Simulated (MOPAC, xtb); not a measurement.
Noncovalent pair: CH6Si (SMILES C[SiH3]) (first 8 atoms) with H2Se (SMILES [SeH2]); geometry from B3LYP-D3(BJ)/def2-TZVP, rigid monomers moved along the line of their centres of mass till Si2···Se9 is 4.71 Å.
(charge 0, multiplicity 1):
```xyz
11

C      0.573     1.017    -0.104
Si    -0.099    -0.691     0.270
H      0.463     1.665     0.766
H      0.037     1.471    -0.940
H      1.631     0.970    -0.366
H      0.626    -1.307     1.409
H      0.043    -1.587    -0.904
H     -1.537    -0.627     0.629
Se    -0.900     1.463     4.386
H     -0.076     0.250     4.285
H     -1.971     0.834     3.599
```

Counterpoise-corrected where a basis set is named; no monomer relaxation.

The state that AM1, PM7 reach isn't checked; PM7 holds dispersion and hydrogen-bond terms.

Codes used: MOPAC for AM1, PM7 (differences of heats of formation); xtb for the GFN methods. Values without a source in brackets are computed.

Task: One of these levels gives -2.6 kJ/mol for the interaction energy. Which?
A) PM7
B) GFN2-xTB
C) AM1

Result: A, PM7. The others give -0.4 (AM1), -4.9 (GFN2-xTB)
